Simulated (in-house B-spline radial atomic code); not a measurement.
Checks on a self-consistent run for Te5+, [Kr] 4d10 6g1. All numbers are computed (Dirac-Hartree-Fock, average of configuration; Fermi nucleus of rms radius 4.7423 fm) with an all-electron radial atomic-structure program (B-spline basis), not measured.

```tsv
orbital	q	ε (Eh)	<1/r>	<r²>	small-component weight
1s1/2	2	-1178.51289	55.5741	0.00104765	0.036624
2s1/2	2	-186.41209	12.9649	0.0168379	0.0078312
2p1/2	2	-174.31892	12.9086	0.0125282	0.0078164
2p3/2	4	-164.18949	11.9519	0.0138123	0.0074386
3s1/2	2	-40.65309	4.62621	0.117321	0.0023167
3p1/2	2	-35.64214	4.52631	0.112481	0.0022503
3p3/2	4	-33.70132	4.29457	0.120427	0.0021513
3d3/2	4	-24.96677	4.13412	0.102026	0.0020204
3d5/2	6	-24.56678	4.074	0.104356	0.0019904
4s1/2	2	-9.59433	1.81383	0.661909	0.00062195
4p1/2	2	-7.79693	1.70667	0.72989	0.0005657
4p3/2	4	-7.42295	1.63845	0.776297	0.00053913
4d3/2	4	-4.46379	1.40074	1.0185	0.00041244
4d5/2	6	-4.40466	1.3819	1.04162	0.00040415
6g7/2	0.44444	-0.50151	0.16848	59.8777	1.3609e-05
6g9/2	0.55556	-0.50152	0.168499	59.871	1.3613e-05
```

Electron-electron repulsion V_ee = 2407.1815 hartree.

**Question.** What total energy follows from the eigenvalues?

**Answer.** The eigenvalues count the repulsion twice, so E = Σqε - V_ee = -4379.168 - 2407.182 = -6786.350 hartree; the run printed -6786.350.

**Question.** Does the Dirac virial theorem hold?

**Answer.** For a point nucleus E = -2c²Σq·w, with w the small-component weight. Here Σq·w = 0.18068 and c = 137.0360, so the ratio E/(-2c²Σq·w) is 1.000057; the finite nucleus accounts for the departure from 1.

**Question.** What diamagnetic shielding (Lamb formula) and susceptibility (Langevin formula) do the radii give?

**Answer.** σ = (α²/3)Σq<1/r> = 314.825/(3·137.036²) = 5588.3 ppm, and χ = -0.79199×10⁻⁶·Σq<r²> = -61.92×10⁻⁶ cm³/mol with Σq<r²> = 78.178 bohr². Both are non-relativistic formulas without the paramagnetism of open shells; for so heavy an element the full relativistic shielding is larger by tens of per cent.
